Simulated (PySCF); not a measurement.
C2H8AlFS.
SMILES: `C[S+](C)[AlH2-][F]`

Torsions of this conformer, `[CH3:1][S+:2]([CH3:3])[AlH2-:4][F:5]`: C1–S2–Al4–F5 51°.

The closed-shell ground state was solved at several levels (PySCF, density fitting, gas phase, non-relativistic). One conformer (not necessarily the lowest) at the PBE0-D3(BJ)/def2-SVP geometry, without solvent, vibrations or thermal averaging.

| level | basis functions | total energy (Eh) | HOMO (eV) | LUMO (eV) | gap (eV) | dipole (D) |
| --- | --- | --- | --- | --- | --- | --- |
| HF/pcSseg-1 | 139 | -819.2942 | -11.10 | 3.17 | 14.27 | 4.31 |
| B97-D/pcSseg-1 | 139 | -821.4199 | -6.54 | -0.76 | 5.78 | 4.18 |
| PBE0/def2-SVP | 118 | -820.7777 | -7.73 | 0.45 | 8.18 | 4.30 |
| PBE0/pcSseg-2 | 306 | -821.2293 | -7.82 | -0.15 | 7.67 | 4.24 |
| PBE0/pcSseg-1 | 139 | -821.0732 | -7.84 | 0.13 | 7.97 | 4.21 |
| CAM-B3LYP/pcSseg-1 | 139 | -821.4740 | -9.25 | 1.27 | 10.52 | 4.20 |
| LDA/pcSseg-1 | 139 | -817.6999 | -6.56 | -1.03 | 5.53 | 4.15 |
| BHandHLYP/pcSseg-1 | 139 | -821.4301 | -9.11 | 1.18 | 10.29 | 4.23 |
| LC-wPBE/pcSseg-1 | 139 | -821.2371 | -10.64 | 2.48 | 13.12 | 4.23 |
| BLYP/pcSseg-1 | 139 | -821.4669 | -6.41 | -0.73 | 5.68 | 4.16 |

(1) What might PBE0/6-311+G(2d,p) (199 basis functions) give for the same quantities?

(2) Over all these levels, which gives the widest orbital gap and which the narrowest?

(3) How much does the basis alone move the frontier levels among the 4 PBE0 rows (the withheld one included)?

(4) In the pcSseg-1 basis, how does the gap go with the fixed share of exact exchange?

(5) How far do the dipole and the HOMO energy spread over the levels?

## Answers

(1) Total energy -821.1958 Eh, HOMO -7.82 eV, LUMO -0.23 eV, gap 7.59 eV, dipole 4.24 D.

(2) HF/pcSseg-1 (Hartree–Fock, all exact exchange) has the widest, 14.27 eV, and LDA/pcSseg-1 (LDA) the narrowest, 5.53 eV. The two share the basis. From the narrowest to the widest the HOMO moves by -4.54 eV and the LUMO by +4.20 eV.

(3) The HOMO by 0.11 eV and the LUMO by 0.68 eV. By rising basis size (HOMO, LUMO in eV): def2-SVP -7.73, 0.45; pcSseg-1 -7.84, 0.13; 6-311+G(2d,p) -7.82, -0.23; pcSseg-2 -7.82, -0.15.

(4) LDA (0 %) 5.53 eV; BLYP (0 %) 5.68 eV; B97-D (0 %) 5.78 eV; PBE0 (25 %) 7.97 eV; BHandHLYP (50 %) 10.29 eV; HF (100 %) 14.27 eV. Each rise in the share widens the gap here.

(5) The dipole runs from 4.15 to 4.31 D (mean 4.22 D) and the HOMO from -11.10 to -6.41 eV.

B97-D is run here without its empirical dispersion term; that term would change no orbital, density or response property at a fixed geometry.
